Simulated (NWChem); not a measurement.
CH$_{8}$Si$_{2}$; SMILES C[SiH2][SiH3]

Results from NWChem. Pople sets run with spherical d functions. The geometry was optimised at PBE0/def2-SVP. Static field.

```
level                                            isotropic polarisability (bohr³)  anisotropy (bohr³)
-----------------------------------------------  --------------------------------  ------------------
PBE/6-31+G*                                                                  69.3                19.9
B3LYP/6-31+G*                                                                66.9                17.8
LC-BLYP (range parameter 0.33 per bohr)/6-31+G*                              66.5                16.2
LDA (Slater exchange, VWN5)/6-31+G*                                           ___                 ___
```

Q: What belongs in the gaps?

A: 
- LDA (Slater exchange, VWN5)/6-31+G*, isotropic polarisability (bohr³): 70.8
- LDA (Slater exchange, VWN5)/6-31+G*, anisotropy (bohr³): 20.8
